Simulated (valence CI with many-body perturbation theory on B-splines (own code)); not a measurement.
## Forbidden lines of Pd⁵⁺

Computed by configuration interaction combined with many-body perturbation theory (CI+MBPT): five valence electrons over a frozen Dirac-Fock core [Kr], a basis of 7 s, 7 p, 8 d, 6 f, 4 g, 1 h functions for each j, with the one-electron correlation potential Σ1 (screened to all orders), the two-electron term Σ2, the three-electron term Σ3, Breit, model QED; selected single and double excitations, second order for the rest, scaled by the run's own slope (own B-spline code, finite nucleus).

No measured levels were compared; by estimate terms of the open shell hold to 2 to 4 % of their energy, and close levels can change places; different configurations can be misplaced against each other by 1,000 to 8,000 cm⁻¹. Core correlation moves these levels by up to 20000 cm⁻¹, and in measured spectra 5 to 20 % of such shifts remained as error; rates that hang on mixing are uncertain with them. Among the levels kept, up to 1900 cm⁻¹ of a level comes from second order outside the variational space, and about a tenth of that is noise between levels of different J, which matters for small intervals. Only levels of the ground parity were solved; by the run's estimate the other parity begins above the list, which can be wrong where configurations are misplaced.

Lines 51 to 100 of 120 in falling wavelength, among levels below 208870 cm⁻¹, chosen from the decays that carry over 1 % of a level's rate. Wavelengths and rates use the calculated energies, so an error of 2000 cm⁻¹ moves a line at 781.0 nm by 16 % and its rate by three times that or more. Electric multipoles are in the length gauge, E1 and E2 with the static RPA response of the core. Weak lines are less certain than strong ones. Lines between different terms over intervals too small for the method are left out, as are lines whose strength nearly cancels.

Names give the largest LS component (configuration and term), which can be under half, so a name can repeat, a term be missing and a line seem to break the LS rules; names also repeat where a configuration has a term twice. Letters in brackets count levels of one name in rising energy.

```
λ vac (nm)           Upper        Lower  Type   A (s⁻¹)  Branch %
     781.0      4d⁵ ⁴F_3/2   4d⁵ ⁴D_3/2    M1  2.90e+00      38.2
     777.8     4d⁵ ²I_13/2  4d⁵ ⁴G_11/2    M1  5.00e-02      77.5
     765.2      4d⁵ ⁴F_3/2   4d⁵ ⁴D_5/2    M1  1.02e+00      13.4
     740.4  4d⁵ ²D_5/2 [a]   4d⁵ ⁴P_5/2    M1  1.03e+01      50.8
     732.0  4d⁵ ²D_3/2 [a]   4d⁵ ⁴P_3/2    M1  3.61e+00      46.7
     729.0      4d⁵ ⁴F_3/2   4d⁵ ⁴D_1/2    M1  1.52e+00      20.0
     712.7  4d⁵ ²G_9/2 [a]  4d⁵ ²I_11/2    M1  1.38e+00      25.1
     689.1  4d⁵ ²D_3/2 [a]   4d⁵ ⁴P_5/2    M1  5.52e-01       7.2
     669.2  4d⁵ ²G_7/2 [a]   4d⁵ ⁴D_5/2    M1  2.98e-01       8.8
     668.7  4d⁵ ²F_7/2 [a]   4d⁵ ⁴D_7/2    M1  3.86e+00      25.0
     657.1      4d⁵ ⁴F_7/2   4d⁵ ⁴P_5/2    M1  1.21e-01       6.1
     649.7      4d⁵ ²H_9/2   4d⁵ ⁴D_7/2    M1  7.69e-01       8.5
     621.5  4d⁵ ²F_5/2 [a]   4d⁵ ⁴D_3/2    M1  1.16e+00       8.2
     621.5  4d⁵ ²D_5/2 [a]   4d⁵ ⁴G_7/2    M1  3.62e+00      17.9
     611.5  4d⁵ ²F_5/2 [a]   4d⁵ ⁴D_5/2    M1  1.73e+00      12.2
     599.1  4d⁵ ²D_5/2 [a]   4d⁵ ⁴G_5/2    M1  3.07e+00      15.2
     594.8      4d⁵ ⁴F_5/2   4d⁵ ⁴P_5/2    M1  5.26e-02       1.1
     577.5  4d⁵ ²G_7/2 [a]   4d⁵ ⁴D_7/2    M1  4.02e-01      11.9
     573.0      4d⁵ ⁴F_7/2   4d⁵ ⁴G_9/2    M1  1.37e+00      68.8
     573.0      4d⁵ ⁴F_7/2   4d⁵ ⁴G_9/2    E2  6.53e-02       3.3
     569.7      4d⁵ ⁴F_9/2   4d⁵ ⁴G_9/2    M1  1.73e-01       4.9
     568.3      4d⁵ ⁴F_7/2  4d⁵ ⁴G_11/2    E2  2.53e-02       1.3
     565.1      4d⁵ ⁴F_9/2  4d⁵ ⁴G_11/2    M1  1.50e+00      42.5
     565.1      4d⁵ ⁴F_9/2  4d⁵ ⁴G_11/2    E2  1.37e-01       3.9
     565.0  4d⁵ ²D_3/2 [a]   4d⁵ ⁴G_5/2    M1  2.32e+00      30.0
     565.0  4d⁵ ²D_3/2 [a]   4d⁵ ⁴G_5/2    E2  7.76e-02       1.0
     561.7      4d⁵ ⁴F_7/2   4d⁵ ⁴G_7/2    M1  6.69e-02       3.4
     561.7      4d⁵ ⁴F_7/2   4d⁵ ⁴G_7/2    E2  4.30e-02       2.2
     558.5      4d⁵ ⁴F_9/2   4d⁵ ⁴G_7/2    M1  6.02e-01      17.0
     549.6      4d⁵ ⁴F_3/2   4d⁵ ⁴P_3/2    M1  1.27e-01       1.7
     543.3      4d⁵ ⁴F_7/2   4d⁵ ⁴G_5/2    M1  3.31e-02       1.7
     525.0      4d⁵ ⁴F_5/2   4d⁵ ⁴G_9/2    E2  7.26e-02       1.6
     525.0      4d⁵ ⁴F_3/2   4d⁵ ⁴P_5/2    M1  1.36e-01       1.8
     515.6      4d⁵ ⁴F_5/2   4d⁵ ⁴G_7/2    M1  2.17e+00      47.4
     515.6      4d⁵ ⁴F_5/2   4d⁵ ⁴G_7/2    E2  1.19e-01       2.6
     504.5  4d⁵ ²G_9/2 [a]   4d⁵ ⁴D_7/2    M1  8.62e-01      15.6
     500.0      4d⁵ ⁴F_5/2   4d⁵ ⁴G_5/2    E2  1.13e-01       2.5
     480.8  4d⁵ ²F_7/2 [a]   4d⁵ ⁴G_9/2    M1  7.10e+00      45.9
     477.9  4d⁵ ²G_7/2 [a]   4d⁵ ⁴P_5/2    M1  4.39e-02       1.3
     472.9  4d⁵ ²F_7/2 [a]   4d⁵ ⁴G_7/2    M1  2.49e+00      16.1
     470.9      4d⁵ ²H_9/2   4d⁵ ⁴G_9/2    M1  3.97e+00      43.9
     467.8      4d⁵ ²H_9/2  4d⁵ ⁴G_11/2    M1  1.18e+00      13.1
     467.8      4d⁵ ²H_9/2  4d⁵ ⁴G_11/2    E2  1.00e-01       1.1
     463.3      4d⁵ ²H_9/2   4d⁵ ⁴G_7/2    M1  1.73e+00      19.1
     462.3      4d⁵ ⁴F_3/2   4d⁵ ⁴G_7/2    E2  9.10e-02       1.2
     459.8  4d⁵ ²F_7/2 [a]   4d⁵ ⁴G_5/2    M1  3.00e-01       1.9
     449.8      4d⁵ ⁴F_3/2   4d⁵ ⁴G_5/2    M1  7.31e-01       9.6
     449.8      4d⁵ ⁴F_3/2   4d⁵ ⁴G_5/2    E2  1.98e-01       2.6
     447.8  4d⁵ ²F_5/2 [a]   4d⁵ ⁴P_5/2    M1  2.78e-01       2.0
     431.8  4d⁵ ²G_7/2 [a]   4d⁵ ⁴G_9/2    M1  1.06e+00      31.4
```
